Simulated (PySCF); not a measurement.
CCl3 (SMILES Cl[C](Cl)Cl), doublet, at a GFN2-xTB geometry, with bond 2-1 at 2.0 times its length. Base run: HF/STO-3G (PySCF).

The PySCF input:
```python
from pyscf import gto, scf

mol = gto.M(
    atom='''
C    -0.004950   -0.005289    0.303986
Cl    0.004903    3.357212   -0.317231
Cl    1.451799   -0.836933   -0.026704
Cl   -1.450028   -0.837161   -0.073962
''',
    basis='sto-3g',
    charge=0,
    spin=1,
    verbose=4,
)

mf = scf.UHF(mol)
mf.kernel()
```

Variants of this job, named by their change:

```
change                                                                            ΔE vs base (mEh)  <S^2>               outcome
--------------------------------------------------------------------------------  ----------------  -----  --------------------
base                                                                                         0.000  0.750             converged
DIIS = EDIIS                                                                                     -      -         not converged
diis_space = 4                                                                                   -      -         not converged
diis = off (with mf.max_cycle = 100)                                                             -      -         not converged
solver = newton                                                                            -16.275  1.389  another SCF solution
level_shift = 0.5 (with mf.max_cycle = 100)                                                      -      -         not converged
init_guess = mod_huckel                                                                      133.1  0.818  another SCF solution
level_shift = 0.3 (with mf.max_cycle = 100)                                                  130.0  1.051  another SCF solution
level_shift = 1.0 (with mf.max_cycle = 100)                                                      -      -         not converged
conv_tol = 1e-11                                                                             0.000  0.750             converged
init_guess = 1e                                                                              0.000  0.750             converged
DIIS = ADIIS                                                                                     -      -         not converged
diis = off; damp = 0.6 (with mf.diis_start_cycle = 200; with mf.max_cycle = 150)                 -      -         not converged
```

A guess, shift, damping, solver or small numerical setting can't move a converged solution much, so rows marked as another SCF solution ended in a different state.

Open shells are given as the SCF converged; they aren't shown to be the lowest states, and a large step between rows can be another state.
